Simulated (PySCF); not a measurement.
Computed with PySCF, UPBE, basis Fe def2-SVP, O def2-SVP, H def2-SVP (no relativity, density fitting).

```xyz
5
charge 0 multiplicity 5, angstrom
Fe    0.0000    0.0000   -0.0113
O     1.7737   -0.0544   -0.0672
O    -1.7737    0.0544   -0.0672
H     2.3121   -0.8188    0.1992
H    -2.3121    0.8188    0.1992
```

Fe(OH)2 (quintet), along the line from Fe1 (at 0) through O2 (at 1.775 Å).

Tabulate the fields along this line at -0.53, -0.36, -0.18, 0.09, 0.27, 0.44, 0.62, 0.80, 0.98, 1.15, 1.33, 1.51, 1.69, 1.95, 2.13, 2.31, 2.49, 2.66, 2.84 Å.


```
distance (Å)  electron density (e/Å³)  spin density (e/Å³)  electron localisation function  electrostatic potential (V)
       -0.53                     5.84                 1.11                           0.684                           68
       -0.36                     19.2                 3.61                           0.714                          199
       -0.18                     83.7                 4.92                           0.377                          809
        0.09                      650                 1.42                            0.75                         2400
        0.27                     27.7                 5.28                           0.291                          381
        0.44                     11.2                 2.11                            0.77                          112
        0.62                     2.99                0.563                           0.482                           44
        0.80                     1.08                0.134                           0.136                         21.6
        0.98                     1.05               0.0107                           0.357                         14.2
        1.15                     1.94              -0.0277                           0.814                         18.6
        1.33                     3.92              -0.0556                             0.8                         46.9
        1.51                     7.34               -0.071                           0.221                          153
        1.69                      152                0.104                           0.983                          846
        1.95                     17.4                0.045                           0.175                          311
        2.13                     5.19               0.0699                           0.581                         82.4
        2.31                     2.54                0.034                           0.806                         25.8
        2.49                     1.14               0.0134                           0.769                         8.18
        2.66                    0.475              0.00436                           0.631                         2.42
        2.84                    0.199              0.00125                           0.425                        0.496
```

On a grid of 0.09 Å the density has a local minimum along the bond near 0.89 Å from Fe, at 0.93 e/Å³, where the ELF is 0.15.

With open d or f shells other occupations or spin states may lie lower.
